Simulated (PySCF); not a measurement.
A structure optimised at GFN2-xTB (Å):
```
atom  x, y, z in Å
C1     2.1570    0.1307    1.4464
C2     1.3792    1.0369    0.4775
O3     2.2296    1.7832   -0.3438
C4     0.4810    0.1577   -0.3710
O5     0.6996   -0.1098   -1.5207
O6    -0.5537   -0.3335    0.3369
C7    -1.4723   -1.1578   -0.3507
C8    -2.7705   -0.3832   -0.5862
F9    -2.5633    0.7605   -1.2409
F10   -3.6326   -1.1086   -1.3106
F11   -3.3868   -0.0745    0.5589
H12    1.4693   -0.3769    2.1156
H13    2.8413    0.7439    2.0254
H14    2.7332   -0.6058    0.8905
H15    0.7638    1.7413    1.0479
H16    2.3696    1.2907   -1.1660
H17   -1.0615   -1.4574   -1.3235
H18   -1.6915   -2.0309    0.2693
```

Charge 0, singlet.

Problem. Read off the bonds between heavy atoms and their formal orders.

Solution. C1–C2 1.54 Å (single); C2–O3 1.40 Å (single); C2–C4 1.52 Å (single); C4–O5 1.20 Å (double); C4–O6 1.35 Å (single); O6–C7 1.41 Å (single); C7–C8 1.53 Å (single); C8–F9 1.33 Å (single); C8–F10 1.34 Å (single); C8–F11 1.34 Å (single). Bonds to hydrogen (Å): C1–H12 1.09; C1–H13 1.09; C1–H14 1.09; C2–H15 1.10; O3–H16 0.97; C7–H17 1.10; C7–H18 1.09.

Problem. Which species is it?

Solution. `C[C@@H](O)C(=O)OCC(F)(F)F`, C5H7F3O3. Among its features: ester, alcohol, CF3 group and C–F bond.

Problem. What is the point group of this geometry?

Solution. C1 (no symmetry element, even within 0.4 Å).

Problem. Classify the heavy atoms.

Solution. C1: methyl carbon; C2: carbinol carbon (C–OH); O3: alcohol oxygen; C4: ester carbonyl carbon; O5: ester carbonyl oxygen; O6: ester single-bonded oxygen; C7: sp3 carbon bound to oxygen; C8: CF3 carbon; F9/F10/F11: fluorine of a CF3 group.

Problem. What is the arrangement about C7?

Solution. It has 4 neighbours (O6, C8, H17, H18) and is tetrahedral (angles from 108.6° to 111.1°).

Problem. What is the arrangement about C2?

Solution. It has 4 neighbours (C1, O3, C4, H15) and is tetrahedral (angles from 107.7° to 112.2°).

The numbers are calculated, not measured.
